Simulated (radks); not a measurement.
Initial-state core-level shifts of the praseodymium ion Pr2+ when its valence configuration changes from [Xe] 4f3. All-electron calculation, scalar-relativistic Kohn-Sham, PBE, spin-unpolarised, spherical densities, finite nucleus; Fermi nuclear charge, rms radius 4.8919 fm. Program: a radial shooting solver on a logarithmic mesh with Libxc functionals. Shifts are changes of the shell-averaged eigenvalues in eV (positive: less bound); the change of the density at the nucleus, which sets a Mossbauer isomer shift, is in e/bohr^3, on a base of 4.335e+05.

| valence | 1s | 2p | 3s | 5s | density at nucleus |
|---|---|---|---|---|---|
| 4f2 6s1 | -8.880 | -9.462 | -10.494 | -5.848 | +55.27 |
| 4f1 6s2 | -19.514 | -20.850 | -23.215 | -12.202 | +126.86 |
| 4f1 6p2 | -21.583 | -22.918 | -25.296 | -14.176 | +55.88 |
| 4f2 6p1 | -9.953 | -10.533 | -11.566 | -6.892 | +24.36 |
| 4f1.5 6s1 6p0.5 | -14.544 | -15.483 | -17.151 | -9.499 | +72.58 |
| 4f2.5 5d0.5 | -2.973 | -3.190 | -3.696 | -1.637 | +9.29 |
| 4f2.5 6p0.5 | -4.719 | -4.984 | -5.457 | -3.361 | +11.13 |
| 4f1 6s1 6p1 | -20.557 | -21.892 | -24.264 | -13.201 | +91.63 |
| 4f2 5d1 | -6.292 | -6.759 | -7.850 | -3.363 | +19.94 |
